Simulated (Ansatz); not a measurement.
Relaxation of C₂H₆Sn (9 atoms, charge 0, multiplicity 1), to a largest force component of 0.015 eV/Å in at most 40 steps.

The calculation used Ansatz 0.2.0, RKS PBE/def2-SVP.

```xyz
9
Properties=species:S:1:pos:R:3
C -0.793 0.839 -1.109
C 0.125 0.832 -0.211
Sn 0.486 -0.956 0.842
H -1.372 0.019 -1.334
H -1.033 1.798 -1.679
H 0.728 1.732 -0.007
H -0.652 -2.222 0.246
H 0.245 -0.739 2.503
H 2.160 -1.530 0.492
```

Where does it end, and by what steps?

It converged. After 5 steps the energy has fallen by 0.367 eV; H4 moved furthest, 0.17 Å.

```
step  energy less start (eV)  largest force component (eV/Å)  accepted
   0                  0.0000                           3.658       yes
   1                 -0.2600                           0.808       yes
   2                 -0.3000                           0.772       yes
   3                 -0.3655                           0.100       yes
   4                 -0.3666                           0.039       yes
   5                 -0.3674                           0.007       yes
```

```xyz
9
Properties=species:S:1:pos:R:3
C -0.845 0.909 -1.160
C 0.124 0.804 -0.233
Sn 0.525 -1.017 0.852
H -1.502 0.064 -1.431
H -1.034 1.855 -1.700
H 0.748 1.688 -0.006
H -0.570 -2.226 0.279
H 0.293 -0.774 2.549
H 2.158 -1.530 0.594
```

Whether the end is a true minimum wasn't checked by a vibrational analysis.

Run time: 13 s on 1 thread of Arm Neoverse V2 (shared host), peak memory 0.11 GiB.
